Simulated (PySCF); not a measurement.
ethylene glycol (C₂H₆O₂), SMILES OCCO. Geometry optimised at PBE-D3(BJ)/def2-SVP. Other conformers were not sampled.

Computed with PySCF 2.14.0 with PBE-D3(BJ)/def2-SVP.

Harmonic wavenumbers (cm⁻¹): 177, 271, 327, 505, 531, 863, 885, 1047, 1060, 1105, 1150, 1216, 1248, 1333, 1374, 1401, 1430, 1440, 2884, 2904, 2957, 3016, 3635, 3740. Rotational constants (GHz): 14.94, 5.811, 4.711; symmetry number 1.

Task: Work out the zero-point energy and the ideal-gas rigid-rotor harmonic-oscillator thermochemistry at 298.15 K and 1 atm.

Result: ZPE = ½ Σ hcν = ½ × 36498 cm⁻¹ = 218.31 kJ/mol. H − E(el) = 233.89 kJ/mol. Entropy in J/(mol K): translation 160.23, rotation 101.16, vibration 30.12, total 291.52. G − E(el) = 146.98 kJ/mol. Cp = 78.40 J/(mol K).
